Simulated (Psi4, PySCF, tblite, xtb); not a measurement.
Two rigid molecules brought together: HCl ··· CH3Br (SMILES Cl and CBr). Monomers: optimised at B3LYP-D3(BJ) (def2-TZVP), held rigid. Orientation: a random orientation, not optimised. R is the distance of the centres of mass, along which the second monomer moves.

Geometry at R = 4.05 Å (first 2 atoms: monomer A):
```
7

Cl     0.6410     0.0000     0.0000
H     -0.6410     0.0000     0.0000
C      2.3956    -2.0705     3.7395
Br     1.6782    -0.2526     3.8482
H      2.2482    -2.4220     2.7245
H      1.8505    -2.6820     4.4498
H      3.4496    -2.0233     3.9895
```

- GFN1-xTB (xtb)
- RMP2/6-31G* = restricted MP2 (frozen core)/6-31G*, spherical d, no counterpoise correction (PySCF)
- GFN2-xTB (tblite)
- SAPT0/jun-cc-pVDZ, frozen core (Psi4)

Interaction energies in kcal/mol; the last columns give the difference from SAPT0:

```json
[
 {"R / Å": "3.48", "GFN1-xTB": "0.08", "RMP2/6-31G*": "1.95", "GFN2-xTB": "-0.30", "SAPT0/jun-cc-pVDZ": "2.30", "GFN1-xTB − SAPT0/jun-cc-pVDZ": "-2.22", "RMP2/6-31G* − SAPT0/jun-cc-pVDZ": "-0.35", "GFN2-xTB − SAPT0/jun-cc-pVDZ": "-2.60"},
 {"R / Å": "3.67", "GFN1-xTB": "-0.28", "RMP2/6-31G*": "0.92", "GFN2-xTB": "-0.52", "SAPT0/jun-cc-pVDZ": "1.19", "GFN1-xTB − SAPT0/jun-cc-pVDZ": "-1.47", "RMP2/6-31G* − SAPT0/jun-cc-pVDZ": "-0.27", "GFN2-xTB − SAPT0/jun-cc-pVDZ": "-1.71"},
 {"R / Å": "3.86", "GFN1-xTB": "-0.39", "RMP2/6-31G*": "0.40", "GFN2-xTB": "-0.56", "SAPT0/jun-cc-pVDZ": "0.61", "GFN1-xTB − SAPT0/jun-cc-pVDZ": "-0.99", "RMP2/6-31G* − SAPT0/jun-cc-pVDZ": "-0.21", "GFN2-xTB − SAPT0/jun-cc-pVDZ": "-1.17"},
 {"R / Å": "4.05", "GFN1-xTB": "-0.40", "RMP2/6-31G*": "0.15", "GFN2-xTB": "-0.52", "SAPT0/jun-cc-pVDZ": "0.30", "GFN1-xTB − SAPT0/jun-cc-pVDZ": "-0.70", "RMP2/6-31G* − SAPT0/jun-cc-pVDZ": "-0.15", "GFN2-xTB − SAPT0/jun-cc-pVDZ": "-0.83"},
 {"R / Å": "4.26", "GFN1-xTB": "-0.37", "RMP2/6-31G*": "0.04", "GFN2-xTB": "-0.46", "SAPT0/jun-cc-pVDZ": "0.14", "GFN1-xTB − SAPT0/jun-cc-pVDZ": "-0.50", "RMP2/6-31G* − SAPT0/jun-cc-pVDZ": "-0.10", "GFN2-xTB − SAPT0/jun-cc-pVDZ": "-0.60"},
 {"R / Å": "4.44", "GFN1-xTB": "-0.33", "RMP2/6-31G*": "-0.01", "GFN2-xTB": "-0.40", "SAPT0/jun-cc-pVDZ": "0.06", "GFN1-xTB − SAPT0/jun-cc-pVDZ": "-0.40", "RMP2/6-31G* − SAPT0/jun-cc-pVDZ": "-0.07", "GFN2-xTB − SAPT0/jun-cc-pVDZ": "-0.47"},
 {"R / Å": "4.75", "GFN1-xTB": "-0.27", "RMP2/6-31G*": "-0.03", "GFN2-xTB": "-0.31", "SAPT0/jun-cc-pVDZ": "0.01", "GFN1-xTB − SAPT0/jun-cc-pVDZ": "-0.28", "RMP2/6-31G* − SAPT0/jun-cc-pVDZ": "-0.04", "GFN2-xTB − SAPT0/jun-cc-pVDZ": "-0.32"},
 {"R / Å": "5.09", "GFN1-xTB": "-0.21", "RMP2/6-31G*": "-0.02", "GFN2-xTB": "-0.22", "SAPT0/jun-cc-pVDZ": "0.00", "GFN1-xTB − SAPT0/jun-cc-pVDZ": "-0.21", "RMP2/6-31G* − SAPT0/jun-cc-pVDZ": "-0.01", "GFN2-xTB − SAPT0/jun-cc-pVDZ": "-0.22"},
 {"R / Å": "5.53", "GFN1-xTB": "-0.15", "RMP2/6-31G*": "0.00", "GFN2-xTB": "-0.14", "SAPT0/jun-cc-pVDZ": "0.00", "GFN1-xTB − SAPT0/jun-cc-pVDZ": "-0.14", "RMP2/6-31G* − SAPT0/jun-cc-pVDZ": "0.00", "GFN2-xTB − SAPT0/jun-cc-pVDZ": "-0.14"},
 {"R / Å": "6.22", "GFN1-xTB": "-0.08", "RMP2/6-31G*": "0.01", "GFN2-xTB": "-0.07", "SAPT0/jun-cc-pVDZ": "0.00", "GFN1-xTB − SAPT0/jun-cc-pVDZ": "-0.08", "RMP2/6-31G* − SAPT0/jun-cc-pVDZ": "0.01", "GFN2-xTB − SAPT0/jun-cc-pVDZ": "-0.06"},
 {"R / Å": "7.26", "GFN1-xTB": "-0.03", "RMP2/6-31G*": "0.00", "GFN2-xTB": "-0.02", "SAPT0/jun-cc-pVDZ": "0.00", "GFN1-xTB − SAPT0/jun-cc-pVDZ": "-0.04", "RMP2/6-31G* − SAPT0/jun-cc-pVDZ": "0.00", "GFN2-xTB − SAPT0/jun-cc-pVDZ": "-0.02"},
 {"R / Å": "8.55", "GFN1-xTB": "-0.01", "RMP2/6-31G*": "0.00", "GFN2-xTB": "-0.01", "SAPT0/jun-cc-pVDZ": "0.00", "GFN1-xTB − SAPT0/jun-cc-pVDZ": "-0.01", "RMP2/6-31G* − SAPT0/jun-cc-pVDZ": "0.00", "GFN2-xTB − SAPT0/jun-cc-pVDZ": "-0.01"}
]
```

GFN1-xTB is furthest from SAPT0/jun-cc-pVDZ at 3.48 (-2.22 kcal/mol, below); its mean absolute difference over the points is 0.59 kcal/mol.

RMP2/6-31G* is furthest from SAPT0/jun-cc-pVDZ at 3.48 (-0.35 kcal/mol, below); its mean absolute difference over the points is 0.10 kcal/mol.

GFN2-xTB is furthest from SAPT0/jun-cc-pVDZ at 3.48 (-2.60 kcal/mol, below); its mean absolute difference over the points is 0.68 kcal/mol.
